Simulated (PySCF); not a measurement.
SMILES C=CC[Si](F)(F)F, singlet, GFN2-xTB optimised geometry.

```
12

C     -2.54    -0.40    -2.15
C     -1.73    -1.01    -1.30
C     -0.23    -0.97    -1.40
Si     0.54     0.03     0.00
F      2.13     0.03     0.00
F      0.14     1.57     0.00
F      0.15    -0.47     1.45
H     -2.16     0.18    -2.98
H     -3.61    -0.45    -2.05
H     -2.13    -1.57    -0.47
H      0.15    -1.99    -1.36
H      0.06    -0.55    -2.36
```

Density from B3LYP/def2-TZVP in PySCF at that geometry.

Minimum of the electron density along straight lines between bonded atoms, close to the bond critical point (lines longer than 1.1 times the sum of covalent radii, or with two minima, are not listed):

| bond | length / Å | ρ at the minimum / e bohr⁻³ | ∇²ρ there / e bohr⁻⁵ | position (fraction from the first atom) |
|---|---|---|---|---|
| C1–C2 | 1.319 | 0.363 | -1.15 | 0.49 |
| C2–C3 | 1.502 | ? | ? | 0.50 |
| C3–Si4 | 1.880 | ? | 0.09 | 0.61 |
| Si4–F5 | 1.589 | 0.144 | 1.01 | 0.42 |
| Si4–F6 | 1.586 | 0.145 | 1.03 | 0.42 |
| Si4–F7 | 1.587 | 0.144 | 1.02 | 0.42 |
| C1–H8 | 1.078 | 0.288 | -1.03 | 0.64 |
| C1–H9 | 1.076 | 0.290 | -1.04 | 0.64 |
| C2–H10 | 1.081 | 0.289 | -1.04 | 0.64 |
| C3–H11 | 1.093 | 0.274 | -0.92 | 0.64 |
| C3–H12 | 1.092 | 0.276 | -0.93 | 0.64 |

### Question
Complete the blanks.

### Answer

- C2–C3, ρ at the minimum / e bohr⁻³: 0.256
- C2–C3, ∇²ρ there / e bohr⁻⁵: -0.65
- C3–Si4, ρ at the minimum / e bohr⁻³: 0.129
